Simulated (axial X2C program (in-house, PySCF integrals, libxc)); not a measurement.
## Potential curves of TiAs, without spin–orbit coupling

Calculated with an axial X2C code built on PySCF integrals. Spin-free means the one-electron spin-free X2C Hamiltonian. Basis: As dyall-cv3z [9s9p6d4f1g], Ti dyall-cv3z [10s10p6d4f2g] (cores contracted in-house); Gaussian nuclei, density fitting, unrestricted open shells. Masses: As 74.922 u, Ti 47.948 u.

State: M_S = 1/2, Λ = 0 (beyond evenly filled blocks: σα). Energies in kJ/mol from the fragments at the same level (As + Ti). Fits are polynomials in 1 − R0/R over 0.85 to 1.23 times the lowest point R0.

| R (Å) | PBE0 |
| --- | --- |
| 1.9523 | -152.37 |
| 2.0420 | -196.67 |
| 2.1094 | -213.76 |
| 2.1767 | -221.85 |
| 2.2440 | -223.66 |
| 2.3225 | -220.27 |
| 2.4011 | -213.00 |
| 2.5021 | -200.36 |
| 2.6255 | -182.38 |
| 2.8050 | -154.03 |

The state is one determinant whose occupation by symmetry is held fixed; it was picked as the lowest of a PBE0 search that is not exhaustive. Dissociation energies refer to the lowest single-determinant-based atoms at the same level and basis. Other states lie close and PBE0, whose exact exchange favours high spin, may order them wrongly; the determinant shown need not be the ground state. The nearest other spin-free determinant of the search, M_S = 1/2, Λ = 2, lies 0.04 eV up at the distance of the search. The determinant is spin-polarised beyond a pure state at some levels (its spin-free form has ⟨S²⟩ too high), which makes Re and μ there less reliable.

**Question.** What are Re, ωe and De at the PBE0 level?

**Answer.** At PBE0, spin-free: Re = 2.234 Å, ωe ≈ 314 cm⁻¹, De = 2.32 eV to As + Ti; Be follows as 0.116 cm⁻¹.
